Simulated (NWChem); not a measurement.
System: Si2H5OCl; SMILES [SiH3]O[SiH2]Cl

NWChem input:

```
start job
memory heap 200 mb stack 900 mb global 1100 mb
geometry units angstroms
  Si    -2.188253    -0.019478    -0.687025
  O     -0.570379     0.091132    -0.812277
  Si     1.012487     0.108673    -0.522611
  Cl     1.322246    -0.119071     1.443391
  H     -2.543070    -1.263738    -1.363810
  H     -2.691897     1.171342    -1.364635
  H     -2.529415    -0.043128     0.732778
  H      1.491352     1.417512    -0.939705
  H      1.580426    -1.025741    -1.234907
end
basis spherical
  * library def2-svp
end
dft
  xc pbe0
  iterations 150
end
driver
  maxiter 120
end
task dft optimize
task dft freq
```

Parts of the log:

```
             Northwest Computational Chemistry Package (NWChem) 7.3.0
             --------------------------------------------------------

 C1  symmetry detected

                             Geometry "geometry" -> ""
                             -------------------------

 Output coordinates in angstroms (scale by  1.889725989 to convert to a.u.)

  No.       Tag          Charge          X              Y              Z
 ---- ---------------- ---------- -------------- -------------- --------------
    1 Si                  14.0000    -0.43336349     2.18222678    -0.00297719
    2 O                    8.0000     0.43936419     0.80984399     0.01575149
    3 Si                  14.0000     0.91983607    -0.72587233    -0.00427408
    4 Cl                  17.0000    -0.69059337    -1.91728644     0.00131688
    5 H                    1.0000    -0.16870293     2.78957513    -1.30420690
    6 H                    1.0000     0.08524313     2.96320582     1.11594362
    7 H                    1.0000    -1.83901293     1.82433720     0.16689361
    8 H                    1.0000     1.68008485    -0.93380635     1.21847850
    9 H                    1.0000     1.65694547    -0.91715654    -1.24398998

 Effective nuclear repulsion energy (a.u.)     280.8245437993

                                Z-matrix (autoz)
                                --------

 Units are Angstrom for bonds and degrees for angles

[...]

      ----------------------
      Optimization converged
      ----------------------

  Step       Energy      Delta E   Gmax     Grms     Xrms     Xmax
  ---- ---------------- -------- -------- -------- -------- --------
@   10   -1116.66467461 -2.8D-08  0.00004  0.00001  0.00047  0.00119
                                     ok       ok       ok       ok

                                Z-matrix (autoz)
                                --------

 Units are Angstrom for bonds and degrees for angles

      Type          Name      I     J     K     L     M      Value     Gradient
      ----------- --------  ----- ----- ----- ----- ----- ---------- ----------
    1 Stretch                  1     2                       1.66284   -0.00001
    2 Stretch                  1     5                       1.49132   -0.00000
    3 Stretch                  1     6                       1.49032   -0.00000
    4 Stretch                  1     7                       1.49191    0.00000
    5 Stretch                  2     3                       1.63924    0.00004
    6 Stretch                  3     4                       2.06753   -0.00001
    7 Stretch                  3     8                       1.48466   -0.00001
    8 Stretch                  3     9                       1.48519   -0.00001
    9 Bend                     1     2     3               152.48078    0.00001
   10 Bend                     2     1     5               109.18115   -0.00000
   11 Bend                     2     1     6               108.57745   -0.00000
   12 Bend                     2     1     7               110.07823    0.00000
   13 Bend                     2     3     4               109.91544   -0.00001
   14 Bend                     2     3     8               109.55535    0.00000
   15 Bend                     2     3     9               109.80240    0.00000
   16 Bend                     4     3     8               107.89283    0.00000
   17 Bend                     4     3     9               107.76270    0.00000
   18 Bend                     5     1     6               109.49402   -0.00000
   19 Bend                     5     1     7               109.67046   -0.00000
   20 Bend                     6     1     7               109.81849   -0.00000
   21 Bend                     8     3     9               111.86677   -0.00000
   22 Torsion                  1     2     3     4          -5.88477    0.00000
   23 Torsion                  1     2     3     8        -124.27500    0.00000
   24 Torsion                  1     2     3     9         112.49589    0.00000
   25 Torsion                  3     2     1     5        -108.14230   -0.00001
   26 Torsion                  3     2     1     6         132.53922   -0.00001
   27 Torsion                  3     2     1     7          12.29589   -0.00001

                         Geometry "geometry" -> "geometry"
                         ---------------------------------

 Output coordinates in angstroms (scale by  1.889725989 to convert to a.u.)

  No.       Tag          Charge          X              Y              Z
 ---- ---------------- ---------- -------------- -------------- --------------
    1 Si                  14.0000    -0.41171227     2.17730359    -0.00182282
    2 O                    8.0000     0.63221425     0.88351215     0.03486348
    3 Si                  14.0000     0.95879925    -0.72245413    -0.00151700
    4 Cl                  17.0000    -0.80553442    -1.80028722     0.00659087
    5 H                    1.0000    -0.26729977     2.88660144    -1.30569691
    6 H                    1.0000    -0.05831442     3.10421730     1.11038440
    7 H                    1.0000    -1.81779060     1.70564222     0.16025224
    8 H                    1.0000     1.72975111    -1.10035038     1.20969640
    9 H                    1.0000     1.68968787    -1.05911772    -1.24981469

 Effective nuclear repulsion energy (a.u.)     276.4382444034

                Final and change from initial internal coordinates
                --------------------------------------------------

                                Z-matrix (autoz)
                                --------

 Units are Angstrom for bonds and degrees for angles

[...]

 Rotational Constants
 --------------------
 A=   0.225851 cm-1  (  0.324942 K)
 B=   0.055696 cm-1  (  0.080132 K)
 C=   0.046159 cm-1  (  0.066411 K)

 Temperature                      =   298.15K
 frequency scaling parameter      =   1.0000

 Zero-Point correction to Energy  =   30.798 kcal/mol  (  0.049080 au)
 Thermal correction to Energy     =   34.589 kcal/mol  (  0.055121 au)
 Thermal correction to Enthalpy   =   35.181 kcal/mol  (  0.056065 au)

 Total Entropy                    =   82.724 cal/mol-K
   - Translational                =   40.037 cal/mol-K (mol. weight = 111.9567)
   - Rotational                   =   27.409 cal/mol-K (symmetry #  =        1)
   - Vibrational                  =   15.278 cal/mol-K

 Cv (constant volume heat capacity) =   19.520 cal/mol-K
   - Translational                  =    2.979 cal/mol-K
   - Rotational                     =    2.979 cal/mol-K
   - Vibrational                    =   13.561 cal/mol-K

[normal modes left out]

 ----------------------------------------------------------------------------
 Normal Eigenvalue ||           Projected Infra Red Intensities
  Mode   [cm**-1]  || [atomic units] [(debye/angs)**2] [(KM/mol)] [arbitrary]
 ------ ---------- || -------------- ----------------- ---------- -----------
    1      -34.857 ||    0.001493           0.034         1.455       0.167
    2       -0.000 ||    0.000018           0.000         0.018       0.002
    3        0.000 ||    0.000192           0.004         0.187       0.021
    4        0.000 ||    0.000038           0.001         0.037       0.004
    5        0.000 ||    0.000068           0.002         0.066       0.008
    6        0.000 ||    0.000016           0.000         0.016       0.002
    7        0.000 ||    0.000096           0.002         0.093       0.011
    8       23.248 ||    0.001594           0.037         1.553       0.178
    9       58.479 ||    0.001592           0.037         1.552       0.178
   10      268.230 ||    0.009784           0.226         9.538       1.096
   11      536.499 ||    0.046996           1.084        45.814       5.263
   12      607.512 ||    0.025550           0.589        24.907       2.861
   13      638.901 ||    0.046758           1.079        45.582       5.237
   14      725.507 ||    0.033662           0.777        32.816       3.770
   15      728.287 ||    0.032796           0.757        31.971       3.673
   16      736.977 ||    0.065477           1.511        63.830       7.333
   17      907.803 ||    0.496249          11.449       483.768      55.576
   18      948.530 ||    0.082435           1.902        80.361       9.232
   19      952.954 ||    0.104309           2.406       101.686      11.682
   20      963.108 ||    0.343157           7.917       334.526      38.431
   21     1001.142 ||    0.099268           2.290        96.772      11.117
   22     1138.958 ||    0.448590          10.349       437.308      50.238
   23     2248.797 ||    0.083885           1.935        81.775       9.394
   24     2251.672 ||    0.126707           2.923       123.520      14.190
   25     2256.824 ||    0.123611           2.852       120.502      13.843
   26     2277.750 ||    0.088113           2.033        85.897       9.868
   27     2282.689 ||    0.148442           3.425       144.708      16.624
 ----------------------------------------------------------------------------

 ===============================================================================
      Negative Nuclear Hessian Mode    1  Eigenvalue =    -34.86 cm**(-1)
 -------------------------------------------------------------------------------
   Raw step length:  0.380 angstroms ;  The Raw step for this mode is:
    1 Si                  14.0000     0.00068353    -0.00199423    -0.01869920
    2 O                    8.0000    -0.00041474    -0.00027755     0.08811927
    3 Si                  14.0000    -0.00067571     0.00172735    -0.01699755
    4 Cl                  17.0000     0.00014594     0.00033436    -0.00375202
    5 H                    1.0000    -0.08487524    -0.16409082    -0.11747150
    6 H                    1.0000     0.07957005     0.13358290    -0.15799581
    7 H                    1.0000     0.00933581     0.02384416     0.13092547
    8 H                    1.0000     0.04954609    -0.05684587    -0.06810675
    9 H                    1.0000    -0.05227539     0.06372179    -0.06475119

  Geometry after  100.0% step for mode  1; Step length =  0.380 angstroms
   Maximum component (any atom: x,y, or z) displacement:  0.310
    1 Si                  14.0000    -0.41102875     2.17530936    -0.02052201
    2 O                    8.0000     0.63179951     0.88323460     0.12298276
    3 Si                  14.0000     0.95812355    -0.72072678    -0.01851455
    4 Cl                  17.0000    -0.80538848    -1.79995286     0.00283885
    5 H                    1.0000    -0.35217501     2.72251063    -1.42316842
    6 H                    1.0000     0.02125563     3.23780020     0.95238859
    7 H                    1.0000    -1.80845479     1.72948638     0.29117771
    8 H                    1.0000     1.77929720    -1.15719625     1.14158965
    9 H                    1.0000     1.63741247    -0.99539593    -1.31456588

  Geometry after -100.0% step for mode  1; Step length =  0.380 angstroms
   Maximum component (any atom: x,y, or z) displacement:  0.310
    1 Si                  14.0000    -0.41239580     2.17929783     0.01687638
    2 O                    8.0000     0.63262899     0.88378970    -0.05325579
    3 Si                  14.0000     0.95947496    -0.72418148     0.01548056
    4 Cl                  17.0000    -0.80568036    -1.80062158     0.01034289
    5 H                    1.0000    -0.18242453     3.05069226    -1.18822541
    6 H                    1.0000    -0.13788447     2.97063439     1.26838021
    7 H                    1.0000    -1.82712641     1.68179805     0.02932676
    8 H                    1.0000     1.68020502    -1.04350451     1.27780315
    9 H                    1.0000     1.74196326    -1.12283951    -1.18506351

  Geometry after   50.0% step for mode  1; Step length =  0.190 angstroms
   Maximum component (any atom: x,y, or z) displacement:  0.155
    1 Si                  14.0000    -0.41137051     2.17630648    -0.01117242
    2 O                    8.0000     0.63200688     0.88337337     0.07892312
    3 Si                  14.0000     0.95846140    -0.72159046    -0.01001577
    4 Cl                  17.0000    -0.80546145    -1.80012004     0.00471486
    5 H                    1.0000    -0.30973739     2.80455603    -1.36443267
    6 H                    1.0000    -0.01852939     3.17100875     1.03138649
    7 H                    1.0000    -1.81312269     1.71756430     0.22571497
    8 H                    1.0000     1.75452415    -1.12877331     1.17564302
    9 H                    1.0000     1.66355017    -1.02725682    -1.28219029

  Geometry after  -50.0% step for mode  1; Step length =  0.190 angstroms
   Maximum component (any atom: x,y, or z) displacement:  0.155
    1 Si                  14.0000    -0.41205404     2.17830071     0.00752678
    2 O                    8.0000     0.63242162     0.88365092    -0.00919615
    3 Si                  14.0000     0.95913711    -0.72331781     0.00698178
    4 Cl                  17.0000    -0.80560739    -1.80045440     0.00846688
    5 H                    1.0000    -0.22486215     2.96864685    -1.24696116
    6 H                    1.0000    -0.09809945     3.03742584     1.18938230
    7 H                    1.0000    -1.82245850     1.69372013     0.09478950
    8 H                    1.0000     1.70497806    -1.07192744     1.24374977
    9 H                    1.0000     1.71582556    -1.09097861    -1.21743910

  Geometry after   64.5% step for mode  1; Step length =  0.245 angstroms
   Maximum component (any atom: x,y, or z) displacement:  0.200
    1 Si                  14.0000    -0.41127141     2.17601735    -0.01388344
    2 O                    8.0000     0.63194675     0.88333314     0.09169874
    3 Si                  14.0000     0.95836343    -0.72134003    -0.01248009
    4 Cl                  17.0000    -0.80544029    -1.80007157     0.00417089
    5 H                    1.0000    -0.32204268     2.78076599    -1.38146380
    6 H                    1.0000    -0.00699325     3.19037573     1.00848011
    7 H                    1.0000    -1.81176918     1.72102125     0.24469667
    8 H                    1.0000     1.76170739    -1.13701488     1.16576884
    9 H                    1.0000     1.65597123    -1.01801838    -1.29157798

  Geometry after  -64.5% step for mode  1; Step length =  0.245 angstroms
   Maximum component (any atom: x,y, or z) displacement:  0.200
    1 Si                  14.0000    -0.41215314     2.17858984     0.01023781
    2 O                    8.0000     0.63248175     0.88369116    -0.02197177
    3 Si                  14.0000     0.95923507    -0.72356824     0.00944610
    4 Cl                  17.0000    -0.80562855    -1.80050288     0.00901085
    5 H                    1.0000    -0.21255686     2.99243689    -1.22993003
    6 H                    1.0000    -0.10963559     3.01805887     1.21228868
    7 H                    1.0000    -1.82381202     1.69026318     0.07580780
    8 H                    1.0000     1.69779483    -1.06368587     1.25362395
    9 H                    1.0000     1.72340450    -1.10021706    -1.20805141

  Geometry after   32.2% step for mode  1; Step length =  0.123 angstroms
   Maximum component (any atom: x,y, or z) displacement:  0.100
    1 Si                  14.0000    -0.41149184     2.17666047    -0.00785313
    2 O                    8.0000     0.63208050     0.88342264     0.06328111
    3 Si                  14.0000     0.95858134    -0.72189708    -0.00699854
    4 Cl                  17.0000    -0.80548735    -1.80017939     0.00538088
    5 H                    1.0000    -0.29467123     2.83368372    -1.34358036
    6 H                    1.0000    -0.03265384     3.14729651     1.05943225
    7 H                    1.0000    -1.81477989     1.71333173     0.20247445
    8 H                    1.0000     1.74572925    -1.11868263     1.18773262
    9 H                    1.0000     1.67282955    -1.03856805    -1.27069634

  Geometry after  -32.2% step for mode  1; Step length =  0.123 angstroms
   Maximum component (any atom: x,y, or z) displacement:  0.100
    1 Si                  14.0000    -0.41193270     2.17794671     0.00420749
    2 O                    8.0000     0.63234800     0.88360166     0.00644586
    3 Si                  14.0000     0.95901716    -0.72301119     0.00396455
    4 Cl                  17.0000    -0.80558148    -1.80039505     0.00780086
    5 H                    1.0000    -0.23992831     2.93951917    -1.26781347
    6 H                    1.0000    -0.08397500     3.06113808     1.16133654
    7 H                    1.0000    -1.82080131     1.69795270     0.11803002
    8 H                    1.0000     1.71377297    -1.08201813     1.23166017
    9 H                    1.0000     1.70654618    -1.07966739    -1.22893305
```

Level: PBE0/def2-SVP. The optimisation ended at a saddle point (imaginary frequency).
